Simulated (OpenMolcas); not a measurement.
Re3+ in a point-charge field

Re3+ among 6 point charges of -1 e arranged as an octahedron (Oh), 2.02 Å from the ion.

| Property | Result |
| --- | --- |
| Program | OpenMolcas |
| Method | CASSCF |
| Basis | ANO-RCC-VDZP [7s6p4d2f1g] |
| Scalar Hamiltonian | DKH2, point nucleus |
| Active space | 4 electrons in 5 orbitals (5d) |
| State averaging | 2S+1 = 5 even, 5 roots; 2S+1 = 3 even, 45 roots; 2S+1 = 1 even, 50 roots |
| Spin-orbit coupling | state interaction with AMFI integrals over the reference wave functions |

The lowest spin-free states (labels of O, the rotations of Oh), above the lowest:

```
State  Degeneracy  E (cm-1)  Free-ion L (%)
   5E           2       0.0         D (100)
  5T2           3      7856         D (100)
  3T1           3     10063          H (49)
   3E           2     16233          H (91)
  3T1           3     16857          H (44)
  3T2           3     17441          F (51)
  1T2           3     18223          G (51)
  3A2           1     18955         F (100)
   1E           2     18978          I (75)
  3A1           1     19244         G (100)
   3E           2     22037          G (66)
  1A1           1     22989          G (41)
  3T1           3     23469          H (62)
  1A2           1     24256          I (96)
  1T2           3     24445          I (61)
  3T2           3     24690          H (48)
  3T1           3     25546          F (35)
  1T1           3     25825          I (48)
   1E           2     28856          D (55)
   3E           2     29320          D (68)
```

The lowest levels with spin-orbit coupling:

```
E (cm-1)  Degeneracy  Label      2S+1
     0.0           1     A1  5 (66 %)
    2931           3     T1  5 (84 %)
    4905           2      E         5
    5596           3     T2         5
    6456           1     A2         5
   11780           3     T2  5 (69 %)
   12203           3     T1  5 (74 %)
   12553           1     A1  5 (59 %)
   13268           2      E  5 (53 %)
   13560           1     A1  5 (47 %)
   13861           3     T2  5 (57 %)
   13873           3     T1  5 (75 %)
   16229           3     T1  3 (75 %)
   16260           3     T2  3 (54 %)
   16273           2      E  3 (72 %)
   20615           3     T1  3 (84 %)
   20900           3     T2  3 (79 %)
   22354           2      E  3 (58 %)
   22640           3     T1         3
   22782           1     A1  3 (76 %)
```

Powder χT (cm3 K/mol): 0 at 2 K, 0.00482 at 10 K, 0.0241 at 50 K, 0.0482 at 100 K, 0.0964 at 200 K, 0.145 at 300 K. The effective moment at 300 K is 2.828 √(χT) = 1.08 μB.

A least-squares ligand-field fit to the states below 45000 cm-1, each weighted by its degeneracy and with a free common offset, gives 10Dq = 8197 cm-1, B = 772 cm-1 and C = 3128 cm-1 (C/B = 4.05), with an rms deviation of 119 cm-1.

Spin-orbit coupling mixes the spin-free states strongly: the lowest level takes only 50 % from its leading state, 5E. Without dynamic correlation the repulsion within the d shell is too large (B by tens of per cent), so at a given field states of lower spin stand too high. This shell can be high or low spin here, a state of another spin lies low, and with metal d orbitals alone active their balance is uncertain, so the ground spin may be wrong. Point charges give a weaker field than real ligands, and real ions of this kind are as a rule low spin; the high spin found here belongs to the model. This field is weak: 10Dq is about 8197 cm-1, while octahedral complexes of 5d ions of charge 3 and more, computed by the same method with explicit ligands, had a median near 35000 cm-1. Ground spin and moment need not be those of a real site. This is an electrostatic model: the charges have no orbitals. No measured value stands beside these numbers.
